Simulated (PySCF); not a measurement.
Basis and Hamiltonian dependence of the ionisation energy of Rb+

Rb+ [Kr] (1S) → Rb(2+) [Ar] 3d10 4s2 4p5 (2P). Calculated with PySCF 2.14 from differences of total energies of unrestricted determinants, without spin-orbit coupling. Values in eV.

```
                                               basis    Hamiltonian  functions     UHF    PBE0  MP2 (valence)  CCSD(T) (valence)
def2-SVP with the def2 core potential (28 electrons)            ECP         24  26.633  27.550         27.122             27.178
                               Sapporo-DKH3-DZP-2012  spin-free X2C         35  26.451     n/a         27.437             27.408
                                       jorge-DZP-DKH  spin-free X2C         36  27.198  28.319         27.861             27.879
                                         cc-pVDZ-X2C  spin-free X2C         36  27.262  28.357         27.371             27.381
                                     aug-cc-pVDZ-X2C  spin-free X2C         45  27.249     n/a         27.368             27.380
                                          x2c-SVPall  spin-free X2C         50  27.618  28.807         28.382             28.382
                                         x2c-TZVPall  spin-free X2C         63  26.453     n/a         27.547                n/a
```

Frozen in the all-electron rows: valence: [Ar] 3d10 4s2; with a core potential, the same shells as far as they lie outside it.

At UHF, def2-SVP with the def2 core potential (28 electrons), Sapporo-DKH3-DZP-2012, x2c-SVPall, x2c-TZVPall lie more than 0.3 eV from the median of the rows with comparable relativity. Sets contracted for the neutral atom can be stiff in a shell that they treat as core.

Between the lowest levels the reference is 27.290 eV (measured; NIST Atomic Spectra Database, ionization energies); it includes spin-orbit coupling, which these numbers lack.
